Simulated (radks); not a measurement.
Species: the tantalum ion Ta2+. Configuration: [Kr] 4d10 4f14 5s1 5p6 5d3 6d1 (not the ground configuration). Calculated with a radial shooting solver on a logarithmic mesh with Libxc functionals: Dirac Kohn-Sham, exchange-only B88, spin-unpolarised, spherical densities, point nucleus; open shells fill j = l - 1/2 first.

Normalised radial functions P(r) = r R(r) (large component), r in bohr:

```
   r/bohr * 5s1/2, o 5d3/2, + 6s1/2 (the largest magnitude, 0.952, reaches the edge; | marks zero, & curves that meet)
 0.003998                             o + *
  0.00646                             o +  *
  0.01044                             o +  *
  0.01687                             o+ *
  0.02727                           *+|o
  0.04407                     *    +  | o
  0.07121                        *  + |    o
   0.1142                             |  +   &
   0.1845                             |  o+    *
   0.2982                *    o  +    |
   0.4819                     &    +  |
   0.7787                             |       o +               *
    1.258                             |+                    o    *
    2.034           +                 |      *           o
    3.287             +               *       o
    5.312                         +   *o
    8.584                             &
    13.87                             &
```

5s1/2: eigenvalue -96.625 eV, 4 radial nodes at r = 0.0223, 0.0888, 0.231, 0.543 bohr, <r> = 1.09 bohr, 90 % of the charge inside 1.57 bohr. 5d3/2: eigenvalue -24.283 eV, 2 radial nodes at r = 0.213, 0.638 bohr, <r> = 1.80 bohr, 90 % of the charge inside 2.75 bohr. 6s1/2 (empty): eigenvalue -21.701 eV, 5 radial nodes at r = 0.0222, 0.0887, 0.230, 0.528, 1.29 bohr, <r> = 2.73 bohr, 90 % of the charge inside 3.93 bohr.
